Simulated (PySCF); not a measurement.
This script is equivalent to a calculation on Ga+ (gallium, charge +1).

```python
from pyscf import gto, scf, dft, mp, cc
import basis_set_exchange as bse
mol = gto.M(atom="Ga 0 0 0", charge=1, spin=0, symmetry="D2h",
            basis=gto.basis.parse(bse.get_basis("pcseg-2", elements=["Ga"], fmt="nwchem", header=False)))
mf = scf.UHF(mol)
mf.irrep_nelec = {'Ag': (6, 6), 'B1g': (1, 1), 'B2g': (1, 1), 'B3g': (1, 1), 'B1u': (2, 2), 'B2u': (2, 2), 'B3u': (2, 2)}
mf.kernel()
```

Task: What total energy does it give?

Result: -1923.02726 hartree (calculated).

Task: Which occupied shell lies highest, and where?

Result: 4s, at -18.750 eV.
